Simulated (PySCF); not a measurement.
CHO2, SMILES [O]C=O, doublet (B3LYP/def2-SVP optimised geometry):

```
4

O     -1.109    -0.915     0.000
C     -0.114    -0.206     0.000
O      1.109    -0.206     0.000
H     -0.466     0.915     0.000
```

Level of theory: unrestricted B3LYP/def2-TZVP (PySCF).

Task: What are the frontier orbital energies (α orbitals alone; a β orbital can be the lowest empty one) and the dipole moment?

Result: HOMO-2 -10.39 eV, HOMO-1 -9.99 eV, HOMO -9.39 eV, LUMO -0.48 eV, LUMO+1 1.17 eV; dipole moment 1.61 D.

On the same geometry unrestricted PBE/def2-TZVP (PySCF 2.14.0) gives HOMO-2 -8.73 eV, HOMO-1 -8.62 eV, HOMO -7.84 eV, LUMO -1.30 eV, LUMO+1 0.62 eV; dipole moment 1.49 D.

Meta-Löwdin charges at B3LYP/def2-TZVP: O1 -0.33, C2 0.46, O3 -0.33, H4 0.20.
